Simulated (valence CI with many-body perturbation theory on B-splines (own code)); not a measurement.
# Ladder of approximations for Hf LXV

Computed by configuration interaction combined with many-body perturbation theory (CI+MBPT): six valence electrons over a frozen Dirac-Fock core [He], radial functions for each j: 9 s, 9 p, 8 d, 6 f, 3 g, 1 h, with the one-electron correlation potential Σ1, the two-electron term Σ2, the three-electron term Σ3, Breit, model QED; selected CI, second order for the rest (own B-spline code, finite nucleus).

No measured spectrum was set against this ion. As an estimate, large intervals hold to a few tenths of a per cent, small ones and those within an open d or f shell to about a per cent. Among the levels kept, up to 4900 cm⁻¹ of a level comes from second order outside the variational space, and about a tenth of that is noise between levels of different J, which matters for small intervals.

Each rung adds one term. CI alone is the Dirac-Coulomb CI over the frozen core; QED comes last and gives the full result, which names the levels. Energies are above (2s^2 2p1/2^2 2p3/2^2) J=2 on the same rung, in Ry.

Levels are named by their leading jj configuration (3d3/2^4 stands for four electrons in 3d with j = 3/2), which in mixed levels can hold well under half, so a name can repeat and another be missing. Letters in brackets count levels of one name in rising energy.

| Level | CI alone | Σ1 | Σ2 | Σ3 | Breit | QED | Full |
| --- | --- | --- | --- | --- | --- | --- | --- |
| (2s^2 2p1/2^2 2p3/2^2) J=0 | 3.72 | 0.000 | +0.018 | -0.003 | +0.563 | -0.002 | 4.30 |
| (2s^2 2p1/2 2p3/2^3) J=1 | 91.37 | +0.015 | +0.005 | -0.004 | -0.898 | +0.124 | 90.61 |
| (2s^2 2p1/2 2p3/2^3) J=2 | 93.28 | +0.015 | +0.004 | -0.007 | -1.430 | +0.127 | 91.98 |
| (2s 2p1/2^2 2p3/2^3) J=2 | 120.57 | -0.010 | -0.027 | -0.017 | -0.136 | -1.065 | 119.31 |
| (2s 2p1/2^2 2p3/2^3) J=1 | 126.35 | -0.010 | -0.036 | -0.027 | +0.046 | -1.068 | 125.25 |
| (2s^2 2p3/2^4) J=0 | 186.05 | +0.030 | +0.024 | -0.011 | -1.987 | +0.237 | 184.35 |
| (2s 2p1/2 2p3/2^4) J=0 | 212.76 | +0.005 | -0.005 | -0.020 | -1.037 | -0.945 | 210.76 |
| (2s 2p1/2 2p3/2^4) J=1 | 215.84 | +0.005 | -0.023 | -0.026 | -1.326 | -0.944 | 213.53 |
| (2p1/2^2 2p3/2^4) J=0 | 249.53 | -0.019 | -0.056 | -0.043 | +0.031 | -2.123 | 247.32 |
| (2s^2 2p1/2^2 2p3/2 3s) J=2 | 601.19 | +0.019 | +0.014 | -0.016 | -0.730 | +0.201 | 600.68 |
| (2s^2 2p1/2^2 2p3/2 3s) J=1 | 601.80 | +0.019 | +0.015 | -0.016 | -0.698 | +0.201 | 601.32 |
| (2s^2 2p1/2^2 2p3/2 3p1/2) J=1 | 609.68 | +0.014 | +0.010 | -0.016 | -0.287 | -0.141 | 609.26 |
| (2s^2 2p1/2^2 2p3/2 3p1/2) J=2 | 609.94 | +0.014 | +0.007 | -0.016 | -0.433 | -0.140 | 609.37 |
| (2s^2 2p1/2^2 2p3/2 3p3/2) J=3 | 636.08 | +0.017 | +0.008 | -0.016 | -0.822 | -0.104 | 635.16 |
| (2s^2 2p1/2^2 2p3/2 3p3/2) J=1 | 636.06 | +0.017 | +0.008 | -0.016 | -0.770 | -0.104 | 635.20 |
| (2s^2 2p1/2^2 2p3/2 3p3/2) J=2 | 638.08 | +0.017 | +0.004 | -0.016 | -0.737 | -0.104 | 637.24 |
| (2s^2 2p1/2^2 2p3/2 3p3/2) J=0 | 639.71 | +0.017 | +0.018 | -0.016 | -0.522 | -0.104 | 639.11 |
| (2s^2 2p1/2^2 2p3/2 3d3/2) J=2 | 644.66 | +0.020 | +0.015 | -0.015 | -0.756 | -0.150 | 643.77 |
| (2s^2 2p1/2^2 2p3/2 3d3/2) J=3 | 645.39 | +0.020 | +0.016 | -0.015 | -0.908 | -0.149 | 644.36 |
| (2s^2 2p1/2^2 2p3/2 3d3/2) J=1 | 645.49 | +0.020 | +0.016 | -0.015 | -0.748 | -0.150 | 644.62 |
| (2s^2 2p1/2^2 2p3/2 3d3/2) J=0 | 645.47 | +0.020 | +0.027 | -0.015 | -0.474 | -0.150 | 644.87 |
| (2s^2 2p1/2^2 2p3/2 3d5/2) J=4 | 651.61 | +0.020 | +0.022 | -0.015 | -1.055 | -0.133 | 650.45 |
| (2s^2 2p1/2^2 2p3/2 3d5/2) J=2 | 652.37 | +0.020 | +0.014 | -0.015 | -0.976 | -0.133 | 651.28 |
| (2s^2 2p1/2^2 2p3/2 3d5/2) J=3 | 653.62 | +0.020 | +0.014 | -0.015 | -1.086 | -0.133 | 652.42 |
| (2s^2 2p1/2^2 2p3/2 3d5/2) J=1 | 654.31 | +0.020 | +0.015 | -0.015 | -0.876 | -0.133 | 653.32 |
| (2s^2 2p1/2 2p3/2^2 3s) J=2 [a] | 691.63 | +0.034 | +0.015 | -0.017 | -1.923 | +0.325 | 690.06 |
| (2s^2 2p1/2 2p3/2^2 3s) J=1 [a] | 692.49 | +0.034 | +0.012 | -0.017 | -1.922 | +0.326 | 690.93 |
| (2s^2 2p1/2 2p3/2^2 3s) J=3 | 694.13 | +0.034 | +0.017 | -0.020 | -2.636 | +0.326 | 691.86 |
| (2s^2 2p1/2 2p3/2^2 3s) J=2 [b] | 694.67 | +0.034 | +0.017 | -0.020 | -2.548 | +0.325 | 692.48 |
| (2s^2 2p1/2 2p3/2^2 3s) J=0 | 696.92 | +0.034 | +0.028 | -0.022 | -1.680 | +0.322 | 695.60 |
| (2s^2 2p1/2 2p3/2^2 3s) J=1 [b] | 697.26 | +0.034 | +0.020 | -0.022 | -1.761 | +0.324 | 695.85 |

The middle columns are the shifts that each term adds.

**Question.** How does the ionisation energy move along the ladder, and which term matters most?

**Answer.** CI alone 15369, + Σ1 15369, + Σ2 15370, + Σ3 15369, + Breit 15355, + QED 15353 eV. The largest step is Breit, -15 eV. NIST lists 15351 ± 24 eV (theoretical).
